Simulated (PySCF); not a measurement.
# ORD: SMILES CC=C=C=C=C(C)C(F)(F)F, C$_{8}$H$_{7}$F$_{3}$

Cartesian coordinates in Å; atom numbers follow the order of the lines, from 1:
```xyz
18

C    -4.1792   -0.0838   -0.2609
C    -3.1206   -0.0336    0.7950
C    -1.8220   -0.0237    0.5745
C    -0.5577   -0.0150    0.3558
C     0.7044    0.0030    0.1435
C     2.0079   -0.0087   -0.0674
C     2.8454   -1.2502   -0.1483
C     2.7456    1.2926   -0.2417
F     3.6776    1.4413    0.7106
F     1.9473    2.3524   -0.1957
F     3.3915    1.3174   -1.4164
H    -4.8216   -0.9690   -0.1228
H    -4.8346    0.8000   -0.1902
H    -3.7458   -0.1180   -1.2690
H    -3.4554    0.0012    1.8415
H     3.3383   -1.3167   -1.1313
H     3.6381   -1.2265    0.6164
H     2.2319   -2.1462    0.0032
```

Computed with TDDFT CAM-B3LYP/aug-cc-pVDZ circular dichroism and optical rotation, one conformer, gas phase in PySCF. Geometry: PBE0-D3(BJ)/def2-SVP.

No stereocentre is labelled: unless the shape is locked (an allene, a helicene, a hindered biaryl), the mirror image is equally populated and a measured rotation or CD is zero.

Task: What is the specific rotation at 633, 589.3, 546, 436, 405, 365 nm?

Result: [α] in deg dm⁻¹ (g/mL)⁻¹:
```csv
λ (nm),origin-invariant length gauge,modified velocity gauge,length gauge (centre of mass),isotropic polarisability (au)
633,-13.9,-13.6,-15.8,137.8
589.3,-17.4,-16.9,-19.6,139.3
546,-22.3,-21.8,-25.1,141.1
436,-55.4,-53.8,-60.4,149.4
405,-82.5,-80.0,-88.7,153.7
365,-182.7,-176.3,-191.3,161.7
```

The shortest wavelength is close to the first absorption, where this undamped response comes out too large.

Task: And for the mirror image at 589.3 nm?

Result: +17.4 deg dm⁻¹ (g/mL)⁻¹ (origin-invariant length gauge): the same size and the opposite sign.

Task: What is the molar rotation [Φ] = [α]·M/100 of the geometry above at 589.3 nm?

Result: With M = 160.14 g/mol, -27.8 deg cm² dmol⁻¹ (origin-invariant length gauge).

The first excitation lies at 3.72 eV (333 nm) with R = -0.4 × 10⁻⁴⁰ esu² cm² (velocity form).
